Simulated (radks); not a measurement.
Values are calculated unless marked as measured or tabulated.
Spherical jellium clusters: N electrons in a uniform positive sphere of charge N and radius rs N^(1/3), rs = 3.29 bohr. Level of theory: non-relativistic Kohn-Sham, LDA (Slater exchange, Perdew-Wang correlation), spin-polarised, spherical densities (a radial shooting solver with Libxc functionals). Levels are named by radial order and angular momentum (1s, 1p, 1d, 2s, ...), and open shells are averaged over m.

N = 10, configuration 1s2 1p6 1d(up 2, down 0). This is the lowest configuration that the search found. Occupied and some empty levels:

level,occupation,eigenvalue (eV),<r> (bohr)
1s up,1,-6.0488,4.643
1s down,1,-5.8303,4.545
1p up,3,-4.4150,5.691
1p down,3,-4.1279,5.664
1d up,2,-2.5015,6.681
1d down,0,-2.2009,6.738
2s up,0,-1.9839,6.676
2s down,0,-1.8175,6.801
2p up,0,-0.56297,10.08
1f up,0,-0.54489,8.177
2p down,0,-0.44805,10.57
1f down,0,-0.29408,8.545

Energy (eV): total -15.9275, kinetic 24.185, external -445.36, Hartree 216.15, exchange-correlation -41.250, background 230.34.
